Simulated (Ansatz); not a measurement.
Program: Ansatz. Geometries: PBE0-D4/def2-TZVP. ΔE: electronic, gas phase. CBS: MP2 limit from def2 TZ/QZ plus the TZ coupled-cluster correction, frozen cores. DFT in def2-TZVPP. B3LYP here is the variant with VWN-RPA as its local correlation; programs differ in this. Elements past krypton have def2 core potentials. For Sn outer-core shells are correlated without core-valence functions, which leaves a few kJ/mol of doubt a bond. Each species was taken in one conformer, which may not be the lowest.

Reaction (ligand exchange at the Si–O bond): `C[O][SnH]([Cl])[O][SiH3]` + `NC(O)(F)F` → `NC(F)(F)O[SiH3]` + `C[O][SnH]([OH])[Cl]`

`C[O][SnH]([Cl])[O][SiH3]`:

Z-matrix (Å, degrees):
```
C
O 1 1.413
H 1 1.092 2 107.6
H 1 1.096 2 112.1 3 118.9
H 1 1.096 2 112.0 3 -118.8
Sn 2 1.937 1 120.6 3 -176.4
O 6 1.938 2 107.9 1 -58.7
Cl 6 2.319 2 107.7 1 54.3
H 6 1.685 2 110.5 1 179.5
Si 7 1.639 6 136.0 2 91.0
H 10 1.487 7 111.1 6 75.3
H 10 1.485 7 107.8 6 -165.0
H 10 1.490 7 110.9 6 -45.5
```

`NC(O)(F)F`:

```xyz
8

N    -0.582    0.922   -0.463
C     0.191    0.027    0.291
O     0.209   -1.241   -0.216
F     1.462    0.493    0.371
F    -0.280   -0.007    1.563
H    -1.542    0.607   -0.499
H    -0.214    0.994   -1.402
H     0.756   -1.794    0.355
```

`NC(F)(F)O[SiH3]`:

```xyz
11

N    -0.530    1.220    1.534
C    -0.567    0.195    0.584
F    -0.416   -1.007    1.208
F    -1.792    0.080   -0.035
O     0.381    0.380   -0.352
Si    1.030   -0.816   -1.323
H    -0.432    2.118    1.084
H    -1.348    1.201    2.127
H     1.754   -0.064   -2.370
H    -0.044   -1.649   -1.913
H     1.966   -1.658   -0.544
```

`C[O][SnH]([OH])[Cl]`:

```xyz
10

C     0.866   -0.738    1.325
O    -0.351   -0.275    0.784
Sn   -0.554    0.144   -1.105
O    -2.051    1.374   -1.170
Cl    1.406    1.232   -1.718
H     1.093   -1.764    1.010
H     1.714   -0.098    1.055
H     0.768   -0.733    2.414
H    -0.858   -1.161   -2.137
H    -2.032    2.020   -0.459
```

| level | ΔE (kJ/mol) | difference from CCSD(T)/CBS |
| --- | --- | --- |
| B3LYP-D4 | 19.7 | -3.1 |
| ωB97X-V | 19.7 | -3.1 |
| PBE | 14.6 | -8.2 |
| B3LYP | 15.5 | -7.3 |
| MP2/def2-TZVPP | 22.8 | 0.0 |
| SCS-MP2/def2-TZVPP | 22.8 | 0.0 |
| CCSD/def2-TZVPP | 23.7 | 0.9 |
| MP2/def2-QZVPP | 22.6 | -0.2 |
| SCS-MP2/def2-QZVPP | 22.7 | -0.1 |
| HF/CBS(def2) | 25.6 | 2.8 |
| CCSD(T)/CBS | 22.8 | 0 |

Largest T1 diagnostic among the species: 0.013.

From PBE to PBE0 (25 % exact exchange), in def2-TZVPP and without D4, ΔE moves by +3.7 kJ/mol. The D4 term adds +4.3 kJ/mol with B3LYP and +2.7 kJ/mol with PBE0; it sums over pairs of atoms, weighted by their polarisabilities, and B3LYP, whose exchange is more repulsive, gets the larger term.
